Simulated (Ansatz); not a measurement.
Two members of one family ((BeO)n), computed with Ansatz in the gas phase. The two geometries come from different levels. Binding counts from free atoms in the multiplicity of their measured ground term, without zero-point energy. A dash marks a value that wasn't run or was left out as unsound. The structures are stationary points that may keep the symmetry of their start. Remarks come from the PBE and PBE0 runs and from stability tests at other levels; not every state was tested. HOMO above LUMO (over both spins in singlets and doublets, within one spin in higher multiplets; at PBE or PBE0), or a gap under 0.15 eV within one spin, warns that the state may not be the lowest or that an electron is smeared out.

First: (BeO)4 cube (singlet, charge 0, B3LYP-D4/def2-SVP geometry).

```xyz
8

Be    0.076    1.268    0.010
O     1.170    0.430    0.871
Be    1.077   -0.486   -0.468
O     0.211    0.506   -1.418
Be   -0.978   -0.359   -0.727
O    -1.289    0.581    0.560
Be   -0.176   -0.423    1.186
O    -0.092   -1.517   -0.012
```

```tsv
level	HOMO (eV)	LUMO (eV)	gap (eV)	vertical IE (eV)	vertical triplet (eV)	binding per atom (eV)
PBE-D4/def2-TZVP	-6.81	-2.67	4.14	9.90	4.11	4.93
B97M-V/def2-TZVP	-7.09	-2.49	4.60	–	–	4.69
B3LYP-D4/6-31G	-8.22	-2.16	6.06	–	–	4.53
PBE0-D4/def2-SVP	-8.68	-1.95	6.73	–	–	4.70
PBE0-D4/def2-TZVP	-8.32	-1.84	6.48	10.39	4.87	4.74
```

Remarks: gap within one spin near zero at PBE or PBE0 (+1 doublet), gap within one spin near zero at PBE or PBE0 (triplet).

Second: (BeO)4 ring (singlet, charge 0, PBE-D4/def2-SVP geometry).

```xyz
8

Be   -1.4613   -0.7376   -0.4841
O    -1.9609    0.4532    0.1875
Be   -0.8805    1.2788    0.7091
O     0.4862    1.6886    0.9987
Be    1.4611    0.7375    0.4842
O     1.9607   -0.4533   -0.1873
Be    0.8803   -1.2789   -0.7089
O    -0.4856   -1.6883   -0.9991
```

Question: What does the change do? Estimate second minus first.

Answer: 
```
            level  Δ HOMO (eV)  Δ LUMO (eV)  Δ gap (eV)  Δ vertical IE (eV)  Δ vertical triplet (eV)  Δ binding per atom (eV)
 PBE-D4/def2-TZVP        -0.12         0.74        0.86               -0.07                     0.91                     0.21
 B97M-V/def2-TZVP        -0.12         0.69        0.81                   –                        –                     0.25
   B3LYP-D4/6-31G        -0.06         0.93        0.99                   –                        –                     0.29
 PBE0-D4/def2-SVP         0.04         0.79        0.75                   –                        –                     0.24
PBE0-D4/def2-TZVP        -0.15         0.65        0.80                0.04                     0.98                     0.21
```
